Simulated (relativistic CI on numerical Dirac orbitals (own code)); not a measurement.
What each ingredient does to the levels of In²⁺

Base calculation: Dirac-Coulomb-Breit CI, KLI orbitals optimised for each configuration, model QED, valence Slater integrals scaled by 0.85, P86 correlation energy added to each configuration.

Configuration list (outside the closed core [Kr]): 4d10.5s, 4d10.5p, 4d10.5d, 4d10.6s, 4d9.5s2, 4d10.6p, 4d10.4f, 4d10.7s, 4d10.6d, 4d10.7p, 4d10.5f, 4d9.5s.4f, 4d10.5g, 4d8.5s.5p2, 4d9.5s.5p, 4d10.8s. Levels of other configurations are missing.

Variants: (1) self-excluded LDA correlation estimate; (2) no correlation estimate; (3) configuration mixing switched off; (4) one mean potential for all configurations. Shifts of the energy above 4d10.5s 2S_1/2, in cm⁻¹, for the lowest level and the first level of each name with at least 55 % of one term (blank where a level changes its place among those of its configuration and J or its character, or is not in the variant):

| Level | Base | Δ(1) | Δ(2) | Δ(3) | Δ(4) | Measured |
| --- | --- | --- | --- | --- | --- | --- |
| 4d10.5s 2S_1/2 | 0.0 | 0.0 | 0.0 | 0.0 | 0.0 | 0.0 |
| 4d10.5p 2P°_1/2 | 55096.0 | +517.5 | -1489.3 | +202.0 | +508.1 | 57181.1 |
| 4d10.5p 2P°_3/2 | 58989.7 | +517.0 | -1489.2 | +174.1 | +492.6 | 61523.2 |
| 4d9.5s2 2D_5/2 | 120775.0 | +931.4 | -3211.1 | +1777.0 | +11054.0 | 115568.7 |
| 4d10.6s 2S_1/2 | 120887.5 | +4264.3 | -2584.2 | -558.9 | +1593.8 | 126874.2 |
| 4d10.5d 2D_3/2 | 121797.7 | +2908.5 | -2692.3 | -230.3 | +1810.8 | 128452.8 |
| 4d10.5d 2D_5/2 | 123630.3 | +2413.6 | -2952.8 | -1706.5 | +215.3 | 128742.5 |
| 4d9.5s2 2D_3/2 | 129016.3 | +437.1 | -3471.6 | +298.5 | +9788.2 | 122414.8 |
| 4d10.6p 2P°_1/2 | 138305.4 | +4119.7 | -3036.7 | -342.8 | +1868.7 | 144583.6 |
| 4d10.6p 2P°_3/2 | 139506.9 | +4117.3 | -3038.0 | -300.7 | +1901.8 | 145922.6 |
| 4d10.4f 2F°_7/2 | 157936.4 | +964.4 | -6347.8 | -403.1 | +2193.1 | 161976.8 |
| 4d10.4f 2F°_5/2 | 157951.4 | +962.7 | -6343.7 | -386.7 | +2202.6 | 161968.8 |
| 4d9.5s.5p 4P°_5/2 | 162028.4 | +447.0 | -4663.4 | -506.8 | +12963.9 |  |
| 4d10.7s 2S_1/2 | 162682.4 | +4395.4 | -3824.2 | -536.5 | +2297.3 | 169429.8 |
| 4d10.6d 2D_3/2 | 164010.3 | +3771.8 | -4017.6 | -541.5 | +2065.3 | 170531.8 |
| 4d10.6d 2D_5/2 | 164164.6 | +3772.4 | -4017.7 | -537.4 | +2070.8 | 170715.3 |
| 4d9.5s.5p 4P°_3/2 | 166161.6 | +447.0 | -4663.5 | -505.7 | +13129.9 |  |
| 4d9.5s.5p 4F°_7/2 | 166230.1 | +447.4 | -4665.0 | -502.5 | +12817.8 |  |
| 4d9.5s.5p 4F°_5/2 | 166591.3 | +449.4 | -4669.6 | -516.0 | +12774.9 |  |
| 4d9.5s.5p 4F°_9/2 | 167777.5 | +446.9 | -4664.0 | -496.8 | +13125.2 |  |
| 4d9.5s.5p 4F°_3/2 | 169762.5 | +447.6 | -4663.7 | -496.7 | +13131.8 |  |
| 4d9.5s.5p 4P°_1/2 | 169933.1 | +450.2 | -4661.4 | -502.9 | +13453.8 |  |

For a near-neutral ion this model can misplace configurations by up to about 10,000 cm⁻¹ (more where the count of f electrons changes) and terms by 10 to 25 % of their spread. Rates follow the energies as ν³ (E1, M1) or ν⁵ (E2), so they and the lifetimes can be off by large factors. The fine structure of a lone outer electron comes out too small, for d and f at times inverted, and misplaced configurations move strength between like terms. 15 of the 17 excited levels that our extract of the measured tables holds in this range could be paired (the sources list more); they are missed by 5433 cm⁻¹ on average and 6747 at most, and levels without a partner can miss by more.

Measured levels: Moore, Atomic Energy Levels, vol. III, NSRDS-NBS 35 (1971 reprint of NBS Circular 467, 1958).

Ionisation energy from the two ground configurations alone: base 27.27 eV; self-excluded LDA correlation estimate 27.61 eV; no correlation estimate 26.5 eV. The NIST ASD value (measured) is 28.0441 eV. The gap of more than 2 % comes from missing correlation.

LS names give the leading component of a level, which can be under half, so a name can repeat, a term be missing and a line seem to break the LS rules.
